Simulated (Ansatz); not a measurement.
Geometry optimisation, RKS r2SCAN-D4/6-31G in Ansatz.

Input:

```yaml
crystal:
  periodic: [false, false, false]
  atoms:
    - { symbol: O, position_ang: [0.17, 1.2925, 0.8992] }
    - { symbol: C, position_ang: [0.2958, 0.2608, 0.0112] }
    - { symbol: F, position_ang: [0.49948, -0.99842, 0.51835] }
    - { symbol: B, position_ang: [-0.51069, 0.3765, -1.26603] }
    - { symbol: "N", position_ang: [1.08999, 0.53338, -1.14225] }
    - { symbol: H, position_ang: [0.0688, 2.1581, 0.3093] }
    - { symbol: H, position_ang: [-1.47233, 0.3648, -1.96312] }
    - { symbol: H, position_ang: [1.47338, -0.36154, -1.48581] }
basis:
  gaussian: { orbitals: "6-31G" }
hamiltonian:
  xc: r2scan
  dispersion: d4
relax:
  f_tol: 0.015
  max_steps: 40
output:
  orbitals: {}
```

Launched with:

```bash
$ ansatz run input.yaml --threads 1 --pin off --max-ram 2048MiB --backend cpu --events-out ev --progress --plain --runs-dir out
```

Task: Where does it end, and by what steps?

Result: The run converged. Limits of this set-up: no polarisation functions. After 23 steps the energy has fallen by 1.951 eV; H6 moved furthest, 1.01 Å.

```
step  energy less start (eV)  largest force component (eV/Å)  accepted
   0                  0.0000                           2.984       yes
   1                 -0.8235                           2.084       yes
   2                 -1.2610                           2.919       yes
   3                 -1.4961                           2.093       yes
   4                 -1.5588                           1.102       yes
   5                 -1.7043                           0.584       yes
   6                 -1.7398                           0.626       yes
   7                 -1.7061                           1.155        no
   8                 -1.7924                           0.206       yes
   9                 -1.8080                           0.151       yes
  10                 -1.8187                           0.314       yes
  11                 -1.6808                           2.254        no
  12                 -1.8310                           0.132       yes
  13                 -1.8361                           0.790       yes
  14                 -1.8799                           0.466       yes
  15                 -1.8899                           0.217       yes
  16                 -1.8989                           0.189       yes
  17                 -1.9255                           0.268       yes
  18                 -1.8507                           1.854        no
  19                 -1.9390                           0.371       yes
  20                 -1.9456                           0.381       yes
  21                 -1.9493                           0.104       yes
  22                 -1.9503                           0.031       yes
  23                 -1.9506                           0.011       yes
```

```xyz
8
Properties=species:S:1:pos:R:3
O 0.629 1.588 0.519
C 0.178 0.411 -0.098
F 0.144 -0.635 0.894
B -0.544 0.240 -1.474
N 0.824 0.074 -1.323
H 0.036 1.821 1.261
H -1.421 0.223 -2.262
H 1.768 -0.097 -1.637
```

Time of the run: 65 s on 1 thread of Intel(R) Xeon(R) Platinum 8375C CPU @ 2.90GHz (Ice Lake), with other jobs on the host, peak memory 0.2 GiB.
